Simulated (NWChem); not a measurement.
Species: CH2F3In; SMILES F[C](F)(F)[InH2]

```xyz
7

In    -0.0030    -1.0207    -0.0034
C     -0.0053     1.2073    -0.0054
F     -1.2105     1.7474    -0.2498
F      0.8360     1.7201    -0.9214
F      0.3926     1.6839     1.1915
H      1.5473    -1.7760     0.0076
H     -1.5338    -1.8157     0.0067
```
Atoms are numbered in this order, from 1.

Results from NWChem. Coordinates come from a PBE0/def2-SVP optimisation. def2 effective core potentials on In; no spin-orbit coupling.

For level Hartree-Fock/def2-SVP (core potentials):

```
Quantity                      Value
---------------------------  ------
highest occupied level (eV)  -11.51
orbital gap (eV)              11.79
dipole (D)                     2.99
```

Q: What are these values for level Hartree-Fock/STO-3G (all-electron, non-relativistic)?

A: 
| Quantity | Value |
|---|---|
| highest occupied level (eV) | -7.33 |
| orbital gap (eV) | 12.34 |
| dipole (D) | 2.54 |
